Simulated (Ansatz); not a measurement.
Frontier orbitals of Al₂Cl₂H₄S₂, SMILES `[Cl][Al@H-]1[SH+][Al@@H-]([Cl])[SH+]1`.

```xyz
10

Cl    1.668    0.456   -2.479
Al   -0.229    0.415   -1.554
S    -0.091    1.722    0.406
Al   -0.557   -0.320    1.492
Cl    1.110   -0.793    2.697
S    -0.434   -1.658   -0.447
H    -1.571    0.740   -2.302
H     1.243    1.575    0.514
H    -2.036   -0.302    2.019
H     0.897   -1.835   -0.346
```

Total charge 0; spin multiplicity 1. The structure was optimised at the PBE0-D4/def2-TZVP level. Basis def2-TZVPP, Ansatz 0.2.0.

| functional | HOMO (eV) | LUMO (eV) |
| --- | --- | --- |
| BHLYP | -9.76 | -0.23 |

(1) Give HOMO and LUMO (eV) with LDA (SPW92), PBE, revPBE, BLYP, r2SCAN, B97M-V, PBE0, B3LYP, r2SCANh, r2SCAN0, HSE06 (plane-wave form), CAM-B3LYP, LC-ωPBE, ωB97X-V, ωB97M-V, HF. (An estimate is asked.)

Results:

(1) The calculation gave: 
```
             functional    HOMO   LUMO
            LDA (SPW92)   -7.42  -2.23
                    PBE   -7.33  -2.01
                 revPBE   -7.29  -1.91
                   BLYP   -7.19  -1.85
                 r2SCAN   -7.67  -1.78
                 B97M-V   -7.75  -1.85
                   PBE0   -8.60  -1.17
                  B3LYP   -8.37  -1.34
                r2SCANh   -8.13  -1.48
                r2SCAN0   -8.82  -1.03
HSE06 (plane-wave form)   -8.20  -1.54
              CAM-B3LYP   -9.92  -0.09
                LC-ωPBE  -11.30   1.03
                ωB97X-V  -10.95   0.89
                ωB97M-V  -10.73   0.66
                     HF  -11.59   2.07
```

B3LYP here is the variant with VWN-RPA as its local correlation; programs differ in this. LC-ωPBE has ω = 0.4 bohr⁻¹. Positive LUMOs are unbound and depend on the basis.
